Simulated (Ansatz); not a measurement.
Geometry optimisation, RKS PBE0-D4/def2-SVP in Ansatz 0.2.0.

Input file:

```yaml
crystal:
  periodic: [false, false, false]
  atoms:
    - { symbol: S, position_ang: [-1.4177, 1.4606, -1.434] }
    - { symbol: Al, position_ang: [-0.304, -0.2691, -0.647] }
    - { symbol: As, position_ang: [1.8596, 0.0784, 0.3654] }
    - { symbol: Br, position_ang: [-1.1556, -2.4364, -0.7595] }
    - { symbol: H, position_ang: [-1.70484, 0.17227, -1.11009] }
    - { symbol: H, position_ang: [1.2531, 0.7443, 1.6476] }
    - { symbol: H, position_ang: [1.912, -1.3573, 1.0012] }
basis:
  gaussian: { orbitals: def2-SVP }
hamiltonian:
  xc: pbe0
  dispersion: d4
relax:
  f_tol: 0.02
  max_steps: 50
```

Command:

```bash
$ ansatz run input.yaml --threads 2 --pin off --max-ram 3072MiB --backend cpu --events-out ev --progress --plain --runs-dir out
```

Task: Where does it end, and by what steps?

Result: The run converged. After 15 steps the energy has fallen by 1.558 eV; H5 moved furthest, 0.88 Å. Parted: Al2–H5 (1.54 → 2.65 Å).

```json
{"step": "0", "energy less start (eV)": "0.0000", "largest force component (eV/Å)": "3.868", "accepted": "yes"}
{"step": "1", "energy less start (eV)": "-0.7218", "largest force component (eV/Å)": "2.071", "accepted": "yes"}
{"step": "2", "energy less start (eV)": "-1.1509", "largest force component (eV/Å)": "0.959", "accepted": "yes"}
{"step": "3", "energy less start (eV)": "-1.3632", "largest force component (eV/Å)": "0.895", "accepted": "yes"}
{"step": "4", "energy less start (eV)": "-1.4730", "largest force component (eV/Å)": "0.655", "accepted": "yes"}
{"step": "5", "energy less start (eV)": "-1.5226", "largest force component (eV/Å)": "0.197", "accepted": "yes"}
{"step": "6", "energy less start (eV)": "-1.5471", "largest force component (eV/Å)": "0.085", "accepted": "yes"}
{"step": "7", "energy less start (eV)": "-1.5395", "largest force component (eV/Å)": "0.208", "accepted": "no"}
{"step": "8", "energy less start (eV)": "-1.5498", "largest force component (eV/Å)": "0.039", "accepted": "yes"}
{"step": "9", "energy less start (eV)": "-1.5532", "largest force component (eV/Å)": "0.055", "accepted": "yes"}
{"step": "10", "energy less start (eV)": "-1.5515", "largest force component (eV/Å)": "0.354", "accepted": "no"}
{"step": "11", "energy less start (eV)": "-1.5543", "largest force component (eV/Å)": "0.068", "accepted": "yes"}
{"step": "12", "energy less start (eV)": "-1.5571", "largest force component (eV/Å)": "0.022", "accepted": "yes"}
{"step": "13", "energy less start (eV)": "-1.5572", "largest force component (eV/Å)": "0.130", "accepted": "yes"}
{"step": "14", "energy less start (eV)": "-1.5577", "largest force component (eV/Å)": "0.089", "accepted": "yes"}
{"step": "15", "energy less start (eV)": "-1.5584", "largest force component (eV/Å)": "0.013", "accepted": "yes"}
```

```xyz
7
Properties=species:S:1:pos:R:3
S -1.439 1.259 -0.954
Al -0.160 -0.453 -0.516
As 2.060 -0.157 0.391
Br -0.919 -2.511 -1.068
H -2.413 0.509 -1.518
H 1.549 0.970 1.286
H 1.764 -1.223 1.443
```

Whether the end is a true minimum wasn't checked by a vibrational analysis.

Run time: 41 s on 2 threads of AMD EPYC 9R14 (Zen 4) (shared host), peak memory 0.32 GiB.
